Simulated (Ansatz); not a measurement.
A CCSD(T) single point on C₆H₁₄F₂Si (`CC(C)[Si](F)(F)C(C)C`).

```yaml
crystal:
  periodic: [false, false, false]
  atoms:
    - {symbol: C, position_ang: [-0.793769, -1.362835, 1.666060]}
    - {symbol: C, position_ang: [-1.060043, 0.063417, 1.183552]}
    - {symbol: C, position_ang: [-1.419812, 0.989632, 2.345712]}
    - {symbol: Si, position_ang: [0.377909, 0.730517, 0.206317]}
    - {symbol: F, position_ang: [1.620393, 0.925554, 1.194986]}
    - {symbol: F, position_ang: [0.003892, 2.197140, -0.311740]}
    - {symbol: C, position_ang: [0.934054, -0.289867, -1.248764]}
    - {symbol: C, position_ang: [-0.220989, -0.565468, -2.211985]}
    - {symbol: C, position_ang: [2.117031, 0.362209, -1.965206]}
    - {symbol: H, position_ang: [0.067026, -1.397336, 2.340001]}
    - {symbol: H, position_ang: [-1.655360, -1.750501, 2.217861]}
    - {symbol: H, position_ang: [-0.596108, -2.051071, 0.839926]}
    - {symbol: H, position_ang: [-1.909472, 0.040460, 0.487202]}
    - {symbol: H, position_ang: [-0.597236, 1.057990, 3.062712]}
    - {symbol: H, position_ang: [-1.648908, 2.001782, 2.005287]}
    - {symbol: H, position_ang: [-2.294293, 0.610324, 2.883179]}
    - {symbol: H, position_ang: [1.271874, -1.247768, -0.830121]}
    - {symbol: H, position_ang: [0.114397, -1.184978, -3.049148]}
    - {symbol: H, position_ang: [-1.050146, -1.088369, -1.727945]}
    - {symbol: H, position_ang: [-0.615025, 0.364319, -2.632216]}
    - {symbol: H, position_ang: [2.961064, 0.527875, -1.292161]}
    - {symbol: H, position_ang: [1.834716, 1.329663, -2.389140]}
    - {symbol: H, position_ang: [2.463504, -0.269589, -2.788768]}
basis:
  gaussian: {orbitals: def2-TZVPP}
correlation: {method: ccsd_t}
output: {orbitals: {seedname: orbitals}}
```

```sh
$ ansatz run in.yaml --threads 4 --pin off --events-out ev --progress --plain --max-ram 66560MiB --backend cuda --devices 0, --max-vram 37GiB
```

Log, shortened:

```
Functional definition: HF
2851 factors; integrals over basis functions are off by at most 8.8e-4 eV
mean field evaluation 1: about -19680.6598 eV, gradient 5.5e1 eV
mean field evaluation 2: about -19681.0274 eV, gradient 5.5e1 eV
mean field evaluation 4: about -19688.1059 eV, gradient 5.6e0 eV
mean field evaluation 8: about -19688.2113 eV, gradient 3.1e-1 eV
mean field -19688.21164263 eV, -723.5284327174 hartree, gradient 6.2e-6 eV, S^2 0.000000; 0 other end points of the search recorded, 0 dependent functions left out
13 core orbitals not correlated: weight in the atoms' cores, before any rotation towards them, 1.000 or more for the frozen orbitals, at most 0.000 for the correlated occupied ones
reference -19688.21164263 eV, -723.5284327174 hartree; 28, 28 occupied and 445, 445 virtual orbitals, 2851 factors
second order -45.57988281 eV of doubles, -0.00000000 eV of singles
cycle   1  -46.42414784 eV  change   -8.4e-1 eV  update   1.3e-1
cycle   2  -47.39078469 eV  change   -9.7e-1 eV  update   3.6e-2
cycle   3  -47.59582627 eV  change   -2.1e-1 eV  update   1.8e-2
cycle   4  -47.58464962 eV  change    1.1e-2 eV  update   3.4e-3
cycle   5  -47.58331181 eV  change    1.3e-3 eV  update   1.3e-3
cycle   6  -47.58408883 eV  change   -7.8e-4 eV  update   3.3e-4
cycle   7  -47.58399308 eV  change    9.6e-5 eV  update   1.3e-4
cycle   8  -47.58392221 eV  change    7.1e-5 eV  update   3.5e-5
cycle   9  -47.58392987 eV  change   -7.7e-6 eV  update   1.4e-5
perturbative correction -1.72591503 eV, -0.0634262075 hartree
Total energy: -19737.52148753 eV, -725.3405360943 hartree
```

Hardware: 4 threads of an AMD EPYC 7R13 on a shared host and a share of an NVIDIA H100 80 GB. Wall time 69 s, peak host memory 2.4 GiB.

MP2 recovers 92.4 % of the CCSD(T) correlation energy and the triples give 3.5 %; T1 = 0.0102.
